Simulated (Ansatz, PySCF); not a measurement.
This singlet lies 2.33 eV below the relaxed triplet at the level frozen-core CCSD(T)/cc-pVTZ // B3LYP-D3(BJ)/def2-TZVP (Ansatz, an electronic-structure program).

Cartesian coordinates (Å):
```xyz
5

N      2.1856    -0.2706    -0.4015
C      1.1786     0.2238    -0.1217
Ge    -0.5328     1.1840     0.3999
O     -1.6218    -0.1675    -0.0150
H     -1.2096    -0.9697    -0.3580
```
Charge 0, multiplicity 1.

Question: What is the computed HOMO, total energy, LUMO, HOMO–LUMO gap and dipole moment (PBE-D3(BJ)/def2-TZVP // B3LYP-D3(BJ)/def2-TZVP in PySCF)?

Answer: 
```yaml
HOMO: -7.31 eV
total_energy: -2245.2625 Ha
LUMO: -3.94 eV
HOMO–LUMO gap: 3.36 eV
dipole_moment: 2.52 D
```
